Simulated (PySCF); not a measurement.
PySCF input file for Ge(H)(OMe) (CH4GeO), SMILES C[O][GeH] (connectivity only; charge and spin as stated), neutral, multiplicity 1, TDDFT-B3LYP/def2-SVPD. Coordinates come from a ωB97X-D3(BJ)/def2-TZVP optimisation.

```python
import numpy as np
from pyscf import gto, scf, dft, tdscf

mol = gto.M(
    atom='''
    Ge   -0.01209866    0.80780640    0.00000000
    H    -1.57924987    0.43246344   -0.00000001
    O     0.56671223   -0.86665295   -0.00000000
    C    -0.21918213   -2.04390695    0.00000000
    H     0.01888785   -2.63714296    0.88780407
    H     0.01888786   -2.63714296   -0.88780407
    H    -1.28997368   -1.81131693   -0.00000000
    ''',
    basis='def2-SVPD',
    charge=0,
    spin=0,
    symmetry=True,
    max_memory=1600,
    verbose=4,
)
mf = dft.RKS(mol, xc='b3lyp').density_fit(auxbasis='def2-universal-jkfit')
mf.grids.level = 3
mf.conv_tol = 1e-9
mf.max_cycle = 100
mf.kernel()
mf.grids = dft.Grids(mol).set(level=1).build(with_non0tab=True)  # coarser grid for the response kernel
td = tdscf.TDDFT(mf)
td.singlet = True
td.nstates = 10
td.conv_tol = 1e-4
td.kernel(x0=td.get_init_guess(mf, 15))
td.analyze()
tt = tdscf.TDA(mf)
tt.singlet = False
tt.nstates = 4
tt.conv_tol = 1e-4
tt.kernel(x0=tt.get_init_guess(mf, 9))
tt.analyze(verbose=3)
```

It prints:

```
PySCF version 2.14.0

[INPUT] verbose = 4
[INPUT] num. atoms = 7
[INPUT] num. electrons = 50
[INPUT] charge = 0
[INPUT] spin (= nelec alpha-beta = 2S) = 0
[INPUT] symmetry True subgroup None
[INPUT] Mole.unit = angstrom
[INPUT] Symbol           X                Y                Z      unit          X                Y                Z       unit  Magmom
[INPUT]  1 Ge    -0.012098660000   0.807806400000   0.000000000000 AA   -0.022863153874   1.526532857671   0.000000000000 Bohr   0.0
[INPUT]  2 H     -1.579249870000   0.432463440000  -0.000000010000 AA   -2.984349736555   0.817237460487  -0.000000018897 Bohr   0.0
[INPUT]  3 O      0.566712230000  -0.866652950000   0.000000000000 AA    1.070930906142  -1.637736720546   0.000000000000 Bohr   0.0
[INPUT]  4 C     -0.219182130000  -2.043906950000   0.000000000000 AA   -0.414194197099  -3.862424359595   0.000000000000 Bohr   0.0
[INPUT]  5 H      0.018887850000  -2.637142960000   0.887804070000 AA    0.035692863582  -4.983477945725   1.677706544574 Bohr   0.0
[INPUT]  6 H      0.018887860000  -2.637142960000  -0.887804070000 AA    0.035692882479  -4.983477945725  -1.677706544574 Bohr   0.0
[INPUT]  7 H     -1.289973680000  -1.811316930000   0.000000000000 AA   -2.437696963097  -3.422892922488   0.000000000000 Bohr   0.0

nuclear repulsion = 174.869439418979
point group symmetry = Cs
symmetry origin: [ 3.77945224e-09  3.40150713e-09 -3.77945226e-10]
symmetry axis x: [ 1.00000000e+00 -8.49019618e-10  1.26996282e-09]
symmetry axis y: [-8.49019618e-10 -1.00000000e+00  6.38263485e-11]
symmetry axis z: [-1.26996282e-09  6.38263685e-11  1.00000000e+00]
num. orbitals of irrep A' = 76
num. orbitals of irrep A" = 37
number of shells = 47
number of NR pGTOs = 183
number of NR cGTOs = 113
basis = def2-SVPD
ecp = {}


[settings echo left out]
init E= -2191.83215303018
HOMO (A') = -0.24432214042292  LUMO (A") = -0.111903772266243  gap/eV = 3.60329
cycle= 1 E= -2192.31763699609  delta_E= -0.485  |g|= 0.783  |ddm|= 3.08
HOMO (A') = -0.142080160705486  LUMO (A") = -0.0540046689438762  gap/eV = 2.39666
cycle= 2 E= -2191.35755258002  delta_E= 0.96  |g|= 2.16  |ddm|= 2.22
HOMO (A') = -0.234205831712575  LUMO (A") = -0.0885123316230176  gap/eV = 3.96452
cycle= 3 E= -2192.42277166072  delta_E= -1.07  |g|= 0.204  |ddm|= 1.74
HOMO (A') = -0.243392812613981  LUMO (A") = -0.0876570353045265  gap/eV = 4.23779
cycle= 4 E= -2192.43042470422  delta_E= -0.00765  |g|= 0.0875  |ddm|= 0.279
HOMO (A') = -0.248734703753196  LUMO (A") = -0.0918019993355976  gap/eV = 4.27036
cycle= 5 E= -2192.43130807372  delta_E= -0.000883  |g|= 0.013  |ddm|= 0.0817
HOMO (A') = -0.246145960947314  LUMO (A") = -0.0896580326273897  gap/eV = 4.25825
cycle= 6 E= -2192.43135219718  delta_E= -4.41e-05  |g|= 0.0035  |ddm|= 0.0236
HOMO (A') = -0.24612643042768  LUMO (A") = -0.0896850210466962  gap/eV = 4.25699
cycle= 7 E= -2192.43135452016  delta_E= -2.32e-06  |g|= 0.00102  |ddm|= 0.00408
HOMO (A') = -0.246169838272885  LUMO (A") = -0.0897288373645453  gap/eV = 4.25698
cycle= 8 E= -2192.43135479588  delta_E= -2.76e-07  |g|= 8.17e-05  |ddm|= 0.00109
HOMO (A') = -0.24617370922245  LUMO (A") = -0.089728929850815  gap/eV = 4.25708
cycle= 9 E= -2192.43135479789  delta_E= -2.01e-09  |g|= 2.6e-05  |ddm|= 0.00018
HOMO (A') = -0.246175074124765  LUMO (A") = -0.0897293135975077  gap/eV = 4.25711
cycle= 10 E= -2192.43135479813  delta_E= -2.35e-10  |g|= 6.21e-06  |ddm|= 5.38e-05
HOMO (A') = -0.246174915213382  LUMO (A") = -0.089729540550874  gap/eV = 4.25710
Extra cycle  E= -2192.43135479811  delta_E= 1.96e-11  |g|= 1.18e-05  |ddm|= 1.96e-05
converged SCF energy = -2192.43135479811
tot grids = 27664


******** <class 'pyscf.tdscf.rks.TDDFT'> for <class 'pyscf.df.df_jk.DFSymAdaptedRKS'> ********
nstates = 10 singlet
deg_eia_thresh = 1.000e-03
wfnsym = None
conv_tol = 0.0001
eigh lindep = 1e-12
eigh level_shift = 0
eigh max_cycle = 100


Excitation energies (eV)
[3.30374831 4.74313808 5.39274501 5.88370744 6.38676486 7.18678712
 7.29767231 7.45931695 7.79792657 7.91316485]

** Singlet excitation energies and oscillator strengths **
Excited State   1:   A"      3.30375 eV    375.28 nm  f=0.0155
      25 -> 26        0.70507
Excited State   2:   A"      4.74314 eV    261.40 nm  f=0.0060
      23 -> 26       -0.70430
Excited State   3:   A'      5.39275 eV    229.91 nm  f=0.0684
      24 -> 26        0.68732
      25 -> 27        0.11352
Excited State   4:   A'      5.88371 eV    210.72 nm  f=0.0582
      24 -> 26       -0.10663
      25 -> 27        0.67915
Excited State   5:   A'      6.38676 eV    194.13 nm  f=0.1743
      25 -> 28        0.69452
Excited State   6:   A'      7.18679 eV    172.52 nm  f=0.0666
      23 -> 27       -0.15737
      25 -> 29       -0.66498
      25 -> 30       -0.13937
Excited State   7:   A"      7.29767 eV    169.90 nm  f=0.0021
      24 -> 27        0.70260
Excited State   8:   A'      7.45932 eV    166.21 nm  f=0.0654
      23 -> 27        0.67463
      25 -> 29       -0.15559
Excited State   9:   A"      7.79793 eV    159.00 nm  f=0.0052
      22 -> 26       -0.62530
      25 -> 31       -0.17856
      25 -> 33        0.24333
Excited State  10:   A'      7.91316 eV    156.68 nm  f=0.2468
      25 -> 29        0.11729
      25 -> 30       -0.66726

** Transition electric dipole moments (AU) **
state          X           Y           Z        Dip. S.      Osc.
  1        -0.0000      0.0000      0.4375      0.1914      0.0155
  2        -0.0000     -0.0000     -0.2265      0.0513      0.0060
  3        -0.0023      0.7194      0.0000      0.5175      0.0684
  4         0.4568     -0.4414      0.0000      0.4036      0.0582
  5         0.7246      0.7673     -0.0000      1.1138      0.1743
  6         0.6136     -0.0446      0.0000      0.3785      0.0666
  7         0.0000      0.0000      0.1096      0.0120      0.0021
  8         0.4227     -0.4235     -0.0000      0.3580      0.0654
  9         0.0000      0.0000     -0.1655      0.0274      0.0052
 10        -0.9758     -0.5663     -0.0000      1.2730      0.2468

** Transition velocity dipole moments (imaginary part, AU) **
state          X           Y           Z        Dip. S.      Osc.
  1         0.0000      0.0000      0.0564      0.0032      0.0175
  2         0.0000     -0.0000     -0.0374      0.0014      0.0053
  3         0.0009      0.1402      0.0000      0.0197      0.0661
  4         0.1000     -0.0951     -0.0000      0.0190      0.0587
  5         0.1828      0.1815      0.0000      0.0663      0.1884
  6         0.1709     -0.0115     -0.0000      0.0293      0.0740
  7        -0.0000      0.0000      0.0299      0.0009      0.0022
  8         0.1185     -0.1197      0.0000      0.0284      0.0690
  9        -0.0000      0.0000     -0.0479      0.0023      0.0053
 10        -0.2864     -0.1654     -0.0000      0.1094      0.2508

** Transition magnetic dipole moments (imaginary part, AU) **
state          X           Y           Z
  1        -0.8208      1.1358      0.0000
  2         0.6251      0.5750     -0.0000
  3         0.0000      0.0000     -0.0501
  4        -0.0000     -0.0000      1.6321
  5         0.0000     -0.0000      0.3180
  6        -0.0000     -0.0000      0.4903
  7        -0.4885      0.2613      0.0000
  8         0.0000      0.0000      0.8960
  9         0.7025      0.0931      0.0000
 10        -0.0000     -0.0000     -0.9190


******** <class 'pyscf.tdscf.rks.TDA'> for <class 'pyscf.df.df_jk.DFSymAdaptedRKS'> ********
nstates = 4 triplet
deg_eia_thresh = 1.000e-03
wfnsym = None
conv_tol = 0.0001
eigh lindep = 1e-12
eigh level_shift = 0
eigh max_cycle = 100


Excitation energies (eV)
[2.29395121 4.19100174 4.43155143 4.97062391]

** Triplet excitation energies and oscillator strengths **
Excited State   1:   A"      2.29395 eV    540.48 nm  f=0.0000
Excited State   2:   A'      4.19100 eV    295.83 nm  f=0.0000
Excited State   3:   A"      4.43155 eV    279.78 nm  f=0.0000
Excited State   4:   A'      4.97062 eV    249.43 nm  f=0.0000
```

The run converged.
